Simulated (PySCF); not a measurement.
# Input and output

[Pb(NH2)3]− (singlet). PySCF 2.14.0, RKS TPSSh, Pb def2-SVP with ECP60, N def2-SVP, H def2-SVP; non-relativistic Hamiltonian with scalar-relativistic core potentials where named; density fitting; no spin-orbit coupling. Purpose: level TPSSh. The geometry is a saddle point of the state and level it was relaxed for.

```python
mol = gto.M(atom='''
Pb     0.00000     0.00000    -0.00000
N      2.38697    -0.00002    -0.00000
H      3.00831     0.81596     0.02387
H      3.00830    -0.81601    -0.02387
N     -1.19347     2.06718    -0.00000
H     -2.21080     2.19729     0.02387
H     -0.79746     3.01327    -0.02387
N     -1.19350    -2.06716     0.00000
H     -0.79751    -3.01325     0.02387
H     -2.21084    -2.19725    -0.02387''',
    basis={'Pb': 'def2-SVP', 'N': 'def2-SVP', 'H': 'def2-SVP'},
    ecp={'Pb': 'def2-SVP'},
    charge=-1, spin=0)
mf = dft.RKS(mol, xc='TPSSH')
mf.grids.atom_grid = (75, 302)
mf = mf.density_fit()  # fitting sets: Pb def2-universal-JKFIT, N def2-universal-JKFIT, H def2-universal-JKFIT
mf.conv_tol = 1e-08; mf.max_cycle = 55
mf.kernel(dm0)  # dm0: converged density of the relaxed state
mf.nuc_grad_method().kernel()
```

Run from Python with OMP_NUM_THREADS=2; the lines above give its settings. Where DIIS fails, smearing, a level shift and second-order steps follow.
It took 7.9 s on 2 threads of Arm Neoverse V2 (shared host), from an already converged density.

Question: Where do the frontier levels lie, over both spins?

Answer: HOMO 0.35 eV, LUMO 3.66 eV. The highest filled level lies above zero, as often for anions with such functionals and bases; it isn't the detachment energy.

Question: What does the SCF print?

Answer: 
```
init E= -360.499016085572
cycle= 1 E= -360.500150194011  delta_E= -0.00113  |g|= 0.0233  |ddm|= 0.118
cycle= 2 E= -360.499721514005  delta_E= 0.000429  |g|= 0.0468  |ddm|= 0.067
cycle= 3 E= -360.50029330846  delta_E= -0.000572  |g|= 0.0026  |ddm|= 0.0468
cycle= 4 E= -360.500294508223  delta_E= -1.2e-06  |g|= 0.000318  |ddm|= 0.00469
cycle= 5 E= -360.50029452593  delta_E= -1.77e-08  |g|= 0.000178  |ddm|= 0.000898
cycle= 6 E= -360.500294534544  delta_E= -8.61e-09  |g|= 9.31e-05  |ddm|= 0.000324
Extra cycle  E= -360.500294517753  delta_E= 1.68e-08  |g|= 0.000261  |ddm|= 0.000405
converged SCF energy = -360.500294517753
```

Question: What are the Mulliken charges and spins?

Answer: 
```tsv
atom	charge (e)	spin (e)
Pb1	0.464	0.000
N2	-0.537	0.000
H3	0.025	0.000
H4	0.025	0.000
N5	-0.537	0.000
H6	0.025	0.000
H7	0.025	0.000
N8	-0.537	0.000
H9	0.025	0.000
H10	0.025	0.000
```

Question: What forces act on the atoms (eV/Å)?

Answer: 
```
Pb   0.00  0.00  0.00
N   -0.18  0.00  0.00
H    0.13  0.15  0.00
H    0.13 -0.15  0.00
N    0.09 -0.15  0.00
H   -0.20  0.04  0.00
H    0.07  0.19  0.00
N    0.09  0.15  0.00
H    0.07 -0.19  0.00
H   -0.20 -0.04  0.00
```
Forces carry noise of the integration grid, about 0.01 to 0.03 eV/Å.

The geometry was relaxed with PBE0 (Pb def2-SVP with ECP60, N def2-SVP, H def2-SVP).
